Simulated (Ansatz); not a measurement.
Cost and result up the ladder for perylene (C₂₀H₁₂) (32 atoms). Charge 0, multiplicity 1. Geometry: PBE-D4/def2-SVP.

Ansatz on 8 threads of Intel Xeon Platinum 8259CL on a shared host. Times are rough, and most runs start from the orbitals of an earlier one. PBE0-D4/def2-TZVP serves as the yardstick here, not as an exact answer. Differences are given only for rows in sets of like size (and for xTB, whose basis is part of the method), since another set adds its own error. Binding counts from free atoms at the same level (C triplet, H doublet; other spins of the atoms weren't run), without zero-point energy or a counterpoise term.

B3LYP takes the VWN-RPA correlation. Correlated methods freeze 20 core orbitals. The rows differ in basis, and correlated rows in double-zeta sets carry the largest basis error. Single mean-field runs in def2-TZVP are fitted with def2-universal-jkfit.

Run but left out: HF/STO-3G, HF/6-31G, HF/def2-TZVP (restricted singlet, unstable in another Hartree–Fock run and untested here).

Correlated methods converge slowly with the basis, most of all in double-zeta sets.

```csv
level,functions,wall time,binding energy per atom (eV),difference from PBE0-D4/def2-TZVP (eV),remarks
B3LYP-D4/6-31G,204,5.5 s,5.47,–,–
PBE-D4/def2-SVP,340,6 s,5.90,–,–
PBE0-D4/def2-SVP,340,13 s,5.77,–,–
PBE-D4/def2-TZVP,692,14 s,5.80,0.13,–
r2SCAN-D4/def2-TZVP (with forces),692,23 s,5.60,-0.07,–
MP2/def2-SVP,340,30 s,5.54,–,restricted SCF unstable
PBE0-D4/def2-TZVP,692,31 s,5.67,0.00,–
```
